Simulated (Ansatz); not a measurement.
```yaml
crystal:
  periodic: [false, false, false]
  atoms:
    - {symbol: O, position_ang: [-1.367204, -1.102141, 0.124714]}
    - {symbol: Mo, position_ang: [-0.282566, 0.166253, 0.112672]}
    - {symbol: O, position_ang: [1.137619, -0.208364, 1.263446]}
    - {symbol: O, position_ang: [0.348232, 0.439227, -1.622009]}
    - {symbol: S, position_ang: [-1.255759, 1.920573, 0.772644]}
    - {symbol: H, position_ang: [1.281572, -1.085691, 1.629234]}
    - {symbol: H, position_ang: [0.199308, -0.197858, -2.326401]}
basis:
  gaussian: {orbitals: def2-mTZVPP, point_charges: [{charge: -1.00, position_ang: [5.417, 0.941, -0.939]}]}
magnetization: {spin_polarized: true, initial_magnetization: 2}
hamiltonian: {xc: {name: wB97M-V}}
scf: {lower_state_search: light}
```

```sh
$ ansatz run in.yaml --threads 4 --pin off --events-out ev --progress --plain --max-ram 10444MiB
```

Shortened log:

```
Functional definition: wB97M-V
1142 factors; their error is unknown
362 factors; integrals over basis functions are off by at most 1.2e-5 eV
mean field evaluation 1: about -18852.2310 eV, gradient 5.9e1 eV
mean field evaluation 2: about -18812.9724 eV, gradient 1.2e2 eV
mean field evaluation 4: about -18863.5755 eV, gradient 8.0e0 eV
mean field evaluation 8: about -18863.7990 eV, gradient 2.6e-1 eV
mean field evaluation 16: about -18863.8785 eV, gradient 1.1e-2 eV
mean field evaluation 32: about -18863.8785 eV, gradient 8.8e-4 eV
mean field -18863.87854409 eV, -693.2347500992 hartree, gradient 5.2e-6 eV, S^2 2.010372; 6 other end points of the search recorded, 0 dependent functions left out
reference -18863.87862580 eV, -693.2347531021 hartree; 29, 27 occupied and 113, 115 virtual orbitals, 1142 factors
Total energy: -18863.87862580 eV, -693.2347531021 hartree
```

Run time 48 s (4 threads of an Arm Neoverse V1 on a shared host); peak host memory 0.93 GiB.
